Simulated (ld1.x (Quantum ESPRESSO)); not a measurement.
# Ranking ultrasoft potentials for N

All share these settings but for the change named:

```json
{
 "Element": "nitrogen",
 "Generator": "ld1.x (Quantum ESPRESSO) 7.5",
 "Type": "ultrasoft",
 "Functional": "PBE",
 "Relativity": "scalar-relativistic",
 "Frozen core": "[He]",
 "Valence charge": "5",
 "Reference configuration": "2s1.75 2p3.25",
 "Partial waves": "2s (bound): rcut 1.00, rcutus 1.20 bohr; 2s channel at 0.45 Ry: rcut 1.00, rcutus 1.20 bohr; 2p (bound): rcut 1.25, rcutus 1.75 bohr; 2p channel at 3.6 Ry: rcut 1.25, rcutus 1.75 bohr; 3d channel at 0.2 Ry: rcut 1.30, rcutus 1.70 bohr; 3d channel at 2.55 Ry: rcut 1.30, rcutus 1.70 bohr",
 "Local potential": "all-electron potential smoothed inside 1.65 bohr (lloc = -1)",
 "Core correction": "a·sin(br)/r model core, default radius (core density twice the valence density)",
 "Augmentation charge": "PSQ, inside the norm-conserving radii"
}
```

Test errors are all-electron minus pseudo excitation energies from the reference, over 2s2 2p3; 2s2 2p2; 2s2 2p1; 2s2 2p0; 2s1 2p3; 2s2 2p3.3; 2s1 2p4. None of these files shows a bound ghost.

The base gives 55.2 meV.

Of 8 variants that were run, those that failed, showed a ghost or another fault, or gave nearly equal values are left out.

A variant can come out equal or close to the base, since the largest error may sit in a test that the change hardly touches while other tests move.

Question: Rank these variants by their largest absolute test error, smallest first.
A. local potential all-electron potential smoothed inside 1.34 bohr (lloc = -1)
B. waves 3d channel at 0.2 Ry: rcut 1.30, rcutus 1.52 bohr; 3d channel at 2.55 Ry: rcut 1.30, rcutus 1.52 bohr
C. waves 2s (bound): rcut 0.96, rcutus 1.02 bohr; 2s channel at 0.45 Ry: rcut 0.96, rcutus 1.02 bohr
D. core correction a·sin(br)/r model core inside 0.88 bohr
E. waves 2p (bound): rcut 1.24, rcutus 1.32 bohr; 2p channel at 3.6 Ry: rcut 1.24, rcutus 1.32 bohr

Answer: B (55.2 meV), A (65.0 meV), C (87.1 meV), D (292.9 meV), E (339.9 meV).
